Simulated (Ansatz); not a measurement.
Two isomers of CH9NOSi2: A = `C[SiH2][SiH](N)O`, B = `N[SiH2]OC[SiH3]`.

Isolated molecules relaxed with PBE0-D4/def2-TZVP in Ansatz; ΔE leaves out vibrations. CCSD(T)/CBS adds triple-zeta CCSD(T) − MP2 to the extrapolated MP2 energy (def2 sets, frozen cores). Functionals use def2-TZVPP. B3LYP here is the variant with VWN-RPA as its local correlation; programs differ in this. One conformer a species, not always the lowest.

A:

Z-matrix (Å, degrees):
```
C
Si 1 1.876
H 1 1.092 2 110.7
H 1 1.092 2 110.0 3 -119.2
H 1 1.092 2 111.3 3 120.4
Si 2 2.339 1 112.5 3 62.8
H 2 1.492 1 110.5 3 -59.3
H 2 1.494 1 110.0 3 -176.9
O 6 1.659 2 103.1 1 39.1
N 6 1.710 2 110.3 1 163.7
H 6 1.493 2 114.8 1 -79.6
H 9 0.959 6 117.4 2 -179.6
H 10 1.005 6 122.9 2 146.6
H 10 1.006 6 123.3 2 -46.8
```

B:

```xyz
14

N     1.171    2.101   -1.747
Si    1.122    0.491   -1.204
O    -0.026    0.249   -0.040
C    -0.218   -1.037    0.528
Si   -1.611   -0.935    1.798
H     1.577    2.826   -1.179
H     0.454    2.466   -2.352
H     0.800   -0.389   -2.359
H     2.448    0.147   -0.627
H    -0.475   -1.777   -0.244
H     0.700   -1.397    1.014
H    -1.253    0.029    2.870
H    -1.821   -2.281    2.400
H    -2.868   -0.494    1.140
```

Question: Which is lower in electronic energy at CCSD(T)/CBS, and by how much? (Estimate.)

Answer: Ansatz gave: A, by 25.4 kcal/mol.

Question: Give E(B) − E(A) in kcal/mol with PBE0-D4, CCSD/def2-TZVPP, HF/def2-TZVPP, B2PLYP, MP2/def2-TZVPP, B3LYP, r2SCAN-D4. (Estimate.)

Answer: The calculation gave: PBE0-D4 27.2, CCSD/def2-TZVPP 23.8, HF/def2-TZVPP 19.7, B2PLYP 23.7, MP2/def2-TZVPP 24.9, B3LYP 23.4, r2SCAN-D4 26.2. None reverses the order clearly.

Largest T1 diagnostic: 0.011.

In def2-TZVPP, CCSD(T) changes the Hartree–Fock value by +4.5 kcal/mol (the triples alone add +0.4 kcal/mol) and MP2 by +5.2 kcal/mol.
